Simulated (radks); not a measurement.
Question: Tm III, 67 electrons, occupied as [Xe] 4f13. All-electron calculation, scalar-relativistic Kohn-Sham, PBE, spin-polarised, spherical densities, finite nucleus; open shells are filled with parallel spins first (spin-orbit coupling, left out, can overturn this in heavy ions); Fermi nuclear charge, rms radius 5.2256 fm. Program: a radial shooting solver on a logarithmic mesh with Libxc functionals. Some entries of the table are withheld. Estimate them.

orbital,occ.,eigenvalue (hartree),<r> (bohr),<1/r> (bohr^-1)
1s up,1,-2178.865,0.02001,79.07
1s down,1,-2178.865,0.02001,79.07
2s up,1,-368.0656,0.08488,18.42
2s down,1,-368.0651,0.08488,18.42
2p up,3,-325.0845,0.07541,16.97
2p down,3,-325.0842,0.07541,16.97
3s up,1,-83.13723,0.2210,6.800
3s down,1,-83.12110,0.2210,6.801
3p up,3,-70.11746,0.2203,6.342
3p down,3,-70.10133,0.2203,6.343
3d up,5,-54.03092,0.1999,6.009
3d down,5,-54.01864,0.1998,6.010
4s up,1,-16.81594,0.4979,2.872
4s down,1,-16.78256,0.4979,2.872
4p up,3,-12.53738,0.5285,2.624
4p down,3,-12.50457,0.5285,2.624
4d up,5,(1),0.5717,2.318
4d down,5,(2),0.5719,2.317
5s up,1,-2.50610,1.228,1.078
5s down,1,-2.49066,1.231,1.076
5p up,3,(3),1.460,0.8918
5p down,3,(4),1.465,0.8887
4f up,7,-0.65879,(5),1.696
4f down,6,-0.63065,(6),1.687

Answer: 
(1) 4d up eigenvalue (hartree): -6.85261
(2) 4d down eigenvalue (hartree): -6.82038
(3) 5p up eigenvalue (hartree): -1.52907
(4) 5p down eigenvalue (hartree): -1.51818
(5) 4f up <r> (bohr): 0.7956
(6) 4f down <r> (bohr): 0.8038
